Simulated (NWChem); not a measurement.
System: GeH3OBr; SMILES [OH][GeH2][Br]

Excerpt of the output:

```
             Northwest Computational Chemistry Package (NWChem) 7.3.0
             --------------------------------------------------------

 C1  symmetry detected

                             Geometry "geometry" -> ""
                             -------------------------

 Output coordinates in angstroms (scale by  1.889725989 to convert to a.u.)

  No.       Tag          Charge          X              Y              Z
 ---- ---------------- ---------- -------------- -------------- --------------
    1 Ge                  32.0000    -0.36579723    -0.92014882    -0.00017911
    2 O                    8.0000     1.15879411    -1.85004417    -0.06034500
    3 Br                  35.0000     0.08501319     1.38252317    -0.00662378
    4 H                    1.0000    -1.09906826    -1.27547099    -1.30237644
    5 H                    1.0000    -1.15223378    -1.19034416     1.30358522
    6 H                    1.0000     1.71099880    -1.67738017     0.71911524

 Effective nuclear repulsion energy (a.u.)     426.1323054919

  pbe96 is a nonlocal functional; adding pw91lda local functional.

                                 NWChem DFT Module
                                 -----------------

 Summary of "ao basis" -> "ao basis" (spherical)
 ------------------------------------------------------------------------------
       Tag                 Description            Shells   Functions and Types
 ---------------- ------------------------------  ------  ---------------------
 Ge                          6-31g*                 12       32   5s4p3d
 O                           6-31g*                  6       14   3s2p1d
 Br                          6-31g*                 12       32   5s4p3d
 H                           6-31g*                  2        2   2s

            General Information
            -------------------
          SCF calculation type: DFT
          Wavefunction type:  closed shell.
          No. of atoms     :     6
          No. of electrons :    78
           Alpha electrons :    39
            Beta electrons :    39
          Charge           :     0
          Spin multiplicity:     1
          Use of symmetry is: off; symmetry adaption is: off
          Maximum number of iterations: 150
          AO basis - number of functions:    84
                     number of shells:    36
          Convergence on energy requested:  1.00D-06
          Convergence on density requested:  1.00D-05
          Convergence on gradient requested:  5.00D-04

              XC Information
              --------------
                     Hartree-Fock (Exact) Exchange  1.000
                     LC-wPBE(h)Exchange Functional  1.000
            Perdew 1991 LDA Correlation Functional  1.000 local
           PerdewBurkeErnz. Correlation Functional  1.000 non-local

           Range-Separation Parameters
           ---------------------------
           Alpha           :  0.00
           Beta            :  1.00
           Gamma           :  0.40
           Short-Range HF  :     F

             Grid Information
             ----------------
          Grid used for XC integration:  medium
          Radial quadrature: Mura-Knowles
          Angular quadrature: Lebedev.
          Tag              B.-S. Rad. Rad. Pts. Rad. Cut. Ang. Pts.
          ---              ---------- --------- --------- ---------
          Ge                  1.25      112           9.0       590
          O                   0.60       49          10.0       434
          Br                  1.15      112          10.0       590
          H                   0.35       45          10.0       434
          Grid pruning is: on
          Number of quadrature shells:   408
          Spatial weights used:  Erf1

      Superposition of Atomic Density Guess
      -------------------------------------

 Sum of atomic energies:       -4723.35776485

      Non-variational initial energy
      ------------------------------

 Total energy =   -4723.953395
 1-e energy   =   -7430.193013
 2-e energy   =    2280.107313
 HOMO         =      -0.364547
 LUMO         =       0.021817

     ---------------------------------------------
      Total Density - Mulliken Population Analysis
     ---------------------------------------------

    Atom       Charge   Shell Charges
 -----------   ------   -------------------------------------------------------
    1 Ge  32    31.09   2.00  2.00  6.00  2.00  5.99  1.10  1.44  0.14  0.25  6.89  2.96  0.32
    2 O    8     9.07   2.00  0.94  3.12  0.92  2.08  0.01
    3 Br  35    35.44   2.00  2.00  6.00  2.00  5.99  1.56  3.93  0.39  1.55  6.97  2.93  0.12
    4 H    1     0.98   0.44  0.53
    5 H    1     0.98   0.44  0.54
    6 H    1     0.45   0.35  0.10

   convergence    iter        energy       DeltaE   RMS-Dens  Diis-err
 ---------------- ----- ----------------- --------- --------- ---------
 d= 0,ls=0.0,diis     1  -4726.9189527048 -5.15D+03  1.17D-02  7.82D-01
 d= 0,ls=0.0,diis     2  -4726.9546772878 -3.57D-02  4.92D-03  5.75D-01
 d= 0,ls=0.0,diis     3  -4727.0050313285 -5.04D-02  1.14D-03  2.53D-02
 d= 0,ls=0.0,diis     4  -4727.0071731078 -2.14D-03  3.37D-04  2.03D-03
 d= 0,ls=0.0,diis     5  -4727.0073320739 -1.59D-04  1.01D-04  7.74D-05
  Resetting Diis
 d= 0,ls=0.0,diis     6  -4727.0073414500 -9.38D-06  4.79D-05  5.05D-06
 d= 0,ls=0.0,diis     7  -4727.0073431216 -1.67D-06  1.45D-05  4.87D-07
 d= 0,ls=0.0,diis     8  -4727.0073432578 -1.36D-07  4.02D-06  2.62D-07

         Total DFT energy =    -4727.007343257786
      One electron energy =    -7430.790345828869
           Coulomb energy =     2457.069812554749
    Exchange-Corr. energy =     -179.419115475599
 Nuclear repulsion energy =      426.132305491933

 Numeric. integr. density =       77.999982459361

                       DFT Final Molecular Orbital Analysis
                       ------------------------------------

[...]
```

Level: LC-wPBE (HJS exchange hole, range parameter 0.4 per bohr)/6-31G* (spherical d). All runs use the structure optimised with B3LYP/6-31G* (spherical d).

Problem. Which NWChem input produces such a log?

Solution. One answer among several that fit: the input that was run:
```
start job
memory heap 200 mb stack 900 mb global 1100 mb
geometry units angstroms noautoz
  Ge    -0.329603    -0.906946    -0.017422
  O      1.227033    -1.779010    -0.112778
  Br     0.034599     1.410992    -0.026921
  H     -1.076837    -1.286787    -1.304675
  H     -1.077256    -1.209058     1.302060
  H      1.788986    -1.587402     0.655204
end
basis spherical
  Ge library 6-31g*
  O library 6-31g*
  Br library 6-31g*
  H library 6-31g*
end
dft
  xc xwpbe 1.00 cpbe96 1.0 hfexch 1.00
  cam 0.4 cam_alpha 0.0 cam_beta 1.0
  iterations 150
  mulliken
end
task dft energy
```
